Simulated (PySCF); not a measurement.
B3LYP has the VWN-RPA correlation part, as in Gaussian. 

Cartesian coordinates (Å):
```xyz
12

Ti     0.0304     0.2775    -0.0291
O     -1.7071     0.4113    -0.5273
H     -2.4863     0.7535    -0.0608
N      0.6152    -1.5214    -0.1742
H      1.5319    -1.8339    -0.5060
H     -0.0294    -2.3186    -0.1768
N      0.3322     0.7549     1.7821
H      0.6456     0.1308     2.5289
H      0.2289     1.7057     2.1509
N      1.1176     1.4389    -1.0667
H      2.0013     1.8504    -0.7552
H      0.8783     1.8056    -1.9926
```
Charge 0, multiplicity 1.

Problem. What charge on the central atom (meta-Löwdin), HOMO and total energy does B3LYP-D3(BJ)/def2-TZVP // TPSS-D3(BJ)/def2-SVP run with PySCF give?

Solution. 
The charge on the central atom (meta-Löwdin) comes out as 1.30 e and the HOMO is -6.59 eV. The total energy comes out as -1093.4636 Ha.
